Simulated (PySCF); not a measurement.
TiCl3I, SMILES [I][Ti]([Cl])([Cl])[Cl], multiplicity 1.

Geometry optimised at B3LYP-D3(BJ)/def2-SVP. The multiplicity is an assumed one; no other spin state was optimised. The structure was generated by enumeration; whether it is a known compound was not checked. The def2 effective core potentials stand for the cores of I; spin–orbit coupling is left out.

Two levels are set side by side: TDA-PBE/def2-SVPD (PySCF) and TDA-ωB97X/def2-SVPD (PySCF). Vertical, same geometry. The lowest singlet is HOMO−1→LUMO 50 %, HOMO→LUMO+1 50 % with PBE and HOMO−1→LUMO 49 %, HOMO→LUMO+1 48 % with the other functional; states are paired by order. Differences are taken from unrounded values.

| quantity | TDA-ωB97X | TDA-PBE | TDA-PBE minus TDA-ωB97X |
|---|---|---|---|
| lowest singlet excitation (eV) | 3.27 | 2.61 | -0.66 |
| lowest triplet excitation (TDA) (eV) | 3.03 | 2.41 | -0.62 |

Functionals without exact exchange tend to place singlet excitations lower, as here. Differences between two approximate levels are no errors against the true value.

Rough cost on one machine, each run with all the roots and properties that it gave: TDA-ωB97X against TDA-PBE about 5 times.
